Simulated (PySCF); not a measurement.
# NMR parameters of BH2(iPr)

BH2(iPr), C3H9B, point group Cs.

Cartesian coordinates in Å; atom numbers follow the order of the lines, from 1:
```xyz
13

B     1.176    1.131   -0.064
H     1.766    1.468    0.941
H     1.426    1.701   -1.104
C     0.243   -0.107   -0.049
C    -0.752   -0.243   -1.198
C    -0.345   -0.520    1.297
H     1.104   -0.803   -0.266
H    -0.287   -0.021   -2.170
H    -1.591    0.460   -1.067
H    -1.184   -1.256   -1.249
H    -0.775   -1.534    1.264
H     0.408   -0.494    2.098
H    -1.158    0.165    1.589
```

GIAO calculations in PySCF on the PBE0-D3(BJ)/def2-SVP structure: isolated species, non-relativistic, equivalent atoms averaged; basis pcSseg-1.

Problem. Give the isotropic shieldings (ppm) with PBE0, wB97X-D.

Solution. 
| atoms | environment | PBE0 | wB97X-D |
| --- | --- | --- | --- |
| C4 | carbon bonded to 2 C, B, H | 138.5 | 141.8 |
| C5/C6 | carbon bonded to C, 3 H | 162.5 | 162.8 |
| B1 | boron bonded to C, 2 H | 15.0 | 20.3 |
| H2/H3 | hydrogen on a boron bonded to C | 23.89 | 24.26 |
| H8/H9/H10/H11/H12/H13 | hydrogen on a carbon bonded to C | 29.86 | 30.00 |
| H7 | hydrogen on a carbon bonded to 2 C, B | 30.94 | 31.17 |
| HOMO–LUMO gap (eV) | – | 7.20 | 11.04 |

Problem. And the chemical shifts, against references computed in the same way?

Solution. 
| atoms | nucleus, reference | PBE0 | wB97X-D |
| --- | --- | --- | --- |
| C4 | 13C, TMS | 45.9 | 42.7 |
| C5/C6 | 13C, TMS | 21.9 | 21.7 |
| B1 | 11B, BF3·OEt2 | 85.8 | 81.3 |
| H2/H3 | 1H, TMS | 7.38 | 7.12 |
| H8/H9/H10/H11/H12/H13 | 1H, TMS | 1.41 | 1.38 |
| H7 | 1H, TMS | 0.32 | 0.21 |

Problem. Which part of the shielding of C4 depends on the functional?

Solution. Diamagnetic: PBE0 250, wB97X-D 250 ppm; paramagnetic: PBE0 -111, wB97X-D -108 ppm. The diamagnetic part, set mainly by inner electrons, hardly moves; the paramagnetic part goes with low-lying magnetically allowed excitations and carries the spread.

Problem. What couplings does B3LYP/pcJ-1 (spin–dipole term only in couplings to heteroatoms) give?

Solution. 1J(B1,H2) = 134.5, 1J(C5,H8) = 132.6, 1J(C4,H7) = 95.8, 1J(B1,C4) = 51.3, 1J(C4,C5) = 37.0, 2J(H8,H9) = -13.9, 2J(B1,H7) = -9.1, 2J(C5,H7) = -6.1, 2J(H2,H3) = 6.1, 2J(H2,C4) = 5.0, 2J(C4,H8) = -3.0, 3J(H7,H8) = 7.9, 3J(H2,C5) = 6.1, 3J(B1,H8) = 5.3 Hz (averaged over equivalent pairs; isotopes 11B, 1H, 13C).
